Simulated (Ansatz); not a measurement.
```yaml
crystal:
  periodic: [false, false, false]
  atoms:
    - {symbol: C, position_ang: [-1.512783, 0.933965, 0.499565]}
    - {symbol: Mo, position_ang: [0.433352, -0.027665, -0.236905]}
    - {symbol: N, position_ang: [0.954920, -0.903367, 1.257354]}
    - {symbol: N, position_ang: [1.573368, 1.000006, -0.558627]}
    - {symbol: N, position_ang: [0.226822, -1.190013, -1.272335]}
    - {symbol: H, position_ang: [-2.171890, 0.149663, 0.878580]}
    - {symbol: H, position_ang: [-1.540724, 1.614226, 1.341770]}
    - {symbol: H, position_ang: [-1.761809, 0.838148, -0.404101]}
    - {symbol: H, position_ang: [1.679758, -0.760273, 2.358592]}
    - {symbol: H, position_ang: [1.835865, 2.103964, -0.441368]}
    - {symbol: H, position_ang: [0.387235, -2.577331, -1.258846]}
    - {symbol: H, position_ang: [0.557803, -1.256197, -2.333708]}
basis:
  gaussian: {orbitals: def2-TZVPP, nuclear_model: gaussian}
hamiltonian: {xc: {name: PBE-QIDH}}
charge: 1
output: {forces: true}
```

```sh
$ ansatz run in.yaml --threads 4 --pin off --events-out ev --progress --plain --max-ram 11315MiB
```

Output, abridged:

```
Error: YAML parse error: error: line 19 column 1: unknown field `charge`, expected one of crystal, accuracy, basis, kpoints, hamiltonian, magnetization, projection, total_charge, correlation, batch, efield, external_charges, scf, relax, neb, saddle, md, ramp, phonons, dielectric, real_time, elastic, magnetic_configurations, gw, evaluate, workflow, output, checkpoint, execution
17 |   gaussian: {orbitals: def2-TZVPP, nuclear_model: gaussian}
18 | hamiltonian: {xc: {name: PBE-QIDH}}
19 | charge: 1
20 | output: {forces: true}
```

(1) What is wrong with this run?

## Answers

(1) The input holds a key that doesn't belong there. The program refused the input.
